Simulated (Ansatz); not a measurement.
Molecule: sum formula H₄SiNO₃, charge -1, multiplicity 1. It need not be the lowest isomer of its formula. Whether it binds its extra electron was not tested at this geometry. 
Coordinates optimised at B3LYP-D3(BJ)/def2-TZVP (Ansatz, a first-principles code):
SMILES: N[Si]([O-])(O)O
```xyz
9

N     -1.4209    -0.9444    -0.1686
Si     0.0567    -0.0383     0.1413
O      0.4948     0.0010     1.6328
O     -0.1224     1.5473    -0.4932
O      1.0567    -0.7117    -1.0475
H     -1.8501    -0.7837    -1.0709
H     -2.1147    -0.8187     0.5555
H     -0.0487     2.1310     0.2679
H      1.7340    -0.0743    -1.2871
```
Charge -1, spin multiplicity 1.

Basis-set convergence of Hartree-Fock and MP2 correlation energies (hartree) with Ansatz. Cores are frozen in the correlated levels unless marked. Spin-orbit coupling is left out. Non-relativistic.

```tsv
basis	functions	E(HF)	E(corr, MP2)
aug-cc-pV(D+d)Z	160	-570.54628	-0.90887
aug-cc-pV(T+d)Z	331	-570.64204	-1.10267
aug-cc-pV(Q+d)Z	593	-570.66408	-1.17442
```

Extrapolating the two largest sets (X = 3 and 4) as X^-3: E(corr) = (64·(-1.17442) - 27·(-1.10267))/37 = -1.2268 Eh, an estimate of the basis-set limit. The largest set recovers 95.7 % of it, the smallest 74.1 %.
